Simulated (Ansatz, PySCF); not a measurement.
Gas-phase reaction (SMILES): ClBr → Cl atom + Br atom; the Br-Cl bond at the site shown breaks (other sites are not compared here).

Each molecule is optimised on its own at B3LYP-D3(BJ)/def2-TZVP (Ansatz, an electronic-structure program). Valence correlation only, unless marked. Open shells are spin-unrestricted. Spin-orbit coupling is left out. Frozen are the shells of the preceding noble gas and the d and f shells that filled before the atom's block. No relativistic terms. CBS marks a two-point X^-3 extrapolation of the correlation energy; Hartree-Fock from the larger set. Thermal terms are rigid-rotor harmonic-oscillator values from B3LYP-D3(BJ) frequencies (PySCF) at 298.15 K and 1 atm. 1 Eh = 627.5095 kcal/mol. Atoms have translation alone.

```
species  E, CCSD(T)/CBS(def2-TZVPPD,def2-QZVPPD) (Ansatz) (Eh)  E, B3LYP-D3(BJ)/def2-TZVPD (Ansatz + dftd3) (Eh)  H - E (Eh)
-------  -----------------------------------------------------  ------------------------------------------------  ----------
ClBr                                               -3032.43015                                       -3034.39517     0.00456
Cl atom                                             -459.70778                                        -460.16775     0.00236
Br atom                                            -2572.63393                                       -2574.14138     0.00236
```

Question: Work out ΔE and ΔH at 298.15 K at the first level, then ΔH at the second.

Answer: 
1. ΔE = [(-459.70778) + (-2572.63393)] - [(-3032.43015)] = 0.08844 Eh = 55.5 kcal/mol at CCSD(T)/CBS(def2-TZVPPD,def2-QZVPPD).
2. The terms H - E add up to 0.00016 Eh, so ΔH = (0.08844 + (0.00016))×627.5095 = 55.6 kcal/mol.
3. At B3LYP-D3(BJ)/def2-TZVPD the same steps give ΔE = 54.0 and ΔH = 54.1 kcal/mol, a shift of -1.5 from the first level.
4. Tabulated enthalpies of formation (ClBr 3.4 kcal/mol, ATcT 1.112; Cl atom 29.0 kcal/mol, ATcT 1.112; Br atom 26.7 kcal/mol, ATcT 1.112) give ΔH = 52.3, so the errors are +3.3 and +1.8 kcal/mol; the tables hold anharmonic motion, scalar relativity, spin-orbit effects, which both levels lack, and core correlation, which the frozen-core level lacks.
